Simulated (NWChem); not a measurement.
Two isomers of Si₂H₄OClF, each optimised at PBE0/def2-SVP with NWChem. Flexible species stand in one conformer each, which need not be the lowest. 

A: O[Si@](F)([SiH3])Cl
B: O[SiH2][Si@@H](F)Cl

**Question.** Which is lower in energy, by how much, and how do their other properties compare?

**Answer.** A is lower by 10.7 kcal/mol in electronic energy; with zero-point energies, B − A = 11.4 kcal/mol.
```
                                       A      B
---------------------------------  -----  -----
highest occupied level (eV)        -8.73  -8.07
orbital gap (eV)                    8.84   7.27
dipole (D)                          1.08   0.66
highest harmonic frequency (cm⁻¹)   3911   3898
zero-point energy (kcal/mol)        27.8   28.5
```
